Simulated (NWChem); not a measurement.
# AlH2O2I; SMILES [OH][Al]([OH])[I]

```xyz
6

Al     0.0000     0.0000     1.5769
I      0.0000     0.0000    -0.9129
O      0.0000    -1.4495     2.4798
H      0.0000    -2.3210     2.0542
O      0.0000     1.4495     2.4798
H      0.0000     2.3210     2.0542
```
Atoms are numbered in this order, from 1.

Level: PBE-D3(BJ)/def2-SVP with def2 effective core potentials on I (NWChem), optimised geometry, unscaled harmonic frequencies. def2 effective core potentials on I; no spin-orbit coupling.

```
frequency (cm⁻¹)  IR intensity (km/mol)
----------------  ---------------------
141                                18.4
186                                 0.1
222                                35.7
278                                 0.0
329                                18.7
339                               202.3
560                               126.3
623                               343.5
780                                73.9
939                                76.3
3817                              192.8
3818                                0.7
```

```json
{
 "zero_point_energy": "17.2 kcal/mol",
 "thermal correction to the enthalpy at 298.15 K (with zero-point energy)": "21.7 kcal/mol",
 "heat capacity Cv": "19.7 cal/(mol K)",
 "entropy at 298.15 K and 1 atm (symmetry number 2)": "80.4 cal/(mol K)"
}
```

Rigid rotor and harmonic oscillator.
